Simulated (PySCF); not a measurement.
Computed properties of Se(Et)(SeH) (C2H6Se2), SMILES C([Se][SeH])C

Se(Et)(SeH) (C₂H₆Se₂), SMILES [Se](CC)[SeH]. Geometry optimised at B3LYP-D3(BJ)/def2-SVP. Other conformers were not sampled. All values are computed for the isolated molecule unless a solvent is named; none is compared with measurement here.

**Structure.** All 24 harmonic modes at B3LYP-D3(BJ)/def2-SVP (PySCF) are real, so it is a minimum. With heavy atoms numbered as in [Se:1]([CH2:2][CH3:3])[SeH:9], the shortest bond between them is C2–C3 at 1.519 Å and the longest Se1–Se9 at 2.355 Å.

**Vibrations.** The strongest infrared lines (harmonic, unscaled, degenerate partners summed) lie at 2357 cm⁻¹ (26 km/mol, H 99 %), 3026 cm⁻¹ (26 km/mol, H 97 %), 1244 cm⁻¹ (22 km/mol, H 76 %, C 24 %). The softest mode is at 77 cm⁻¹ and the zero-point energy is 46.4 kcal/mol.

**Electronic structure.** ωB97X/def2-TZVP (PySCF) places the frontier levels at -8.94 and 0.63 eV, a gap of 9.57 eV, and gives a dipole moment of 1.78 D and a mean polarisability of 78.6 bohr³. PBE/def2-TZVP (PySCF) at the same geometry gives -5.51 and -2.31 eV, so its gap is 6.37 eV narrower. An orbital gap is neither the optical nor the fundamental gap.

**Excitations.** TDA-B3LYP/def2-SVPD (PySCF) has S1 at 3.55 eV (349 nm, f = 0.004, weak); the most intense of the 10 singlets computed lies at 6.21 eV (f = 0.07). T1 (TDA) is at 2.94 eV, 0.61 eV under S1. TDA-PBE/def2-SVPD (PySCF) puts S1 at 3.41 eV. No vertical singlet excitation falls in the visible range (under 3.1 eV).

**NMR.** GIAO shifts at B3LYP/pcSseg-1 (PySCF) (non-relativistic, atoms alike by connectivity averaged): ¹³C from 19.7 to 42.3 ppm against TMS; ¹H from 1.8 to 3.3 ppm against TMS.
